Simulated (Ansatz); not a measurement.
Species: CsCl (charge 0, singlet). SMILES: [Cl][Cs]
Geometry from a B3LYP-D3(BJ)/def2-TZVP (Ansatz, a quantum-chemistry and plane-wave program) optimisation:
```
Cs
Cl 1 2.9596
```

Give the harmonic wavenumbers at B3LYP-D3(BJ)/def2-TZVP (Ansatz, finite differences of forces, unscaled).

207 cm⁻¹. Zero-point energy 0.3 kcal/mol.

From these and the geometry, give the ideal-gas thermochemistry at 298.15 K and 1 atm (rigid rotor, harmonic oscillator).

Point group C∞v, rotational symmetry number 1. Rotational constants 2.062, 2.062 GHz. S(trans) 41.27, S(rot) 17.91, S(vib) 2.07, S(elec, spin only) 0.00, S 61.2 cal/(mol K). H(298) - H(0) 2.42 kcal/mol; G - E(el) -15.5 kcal/mol.
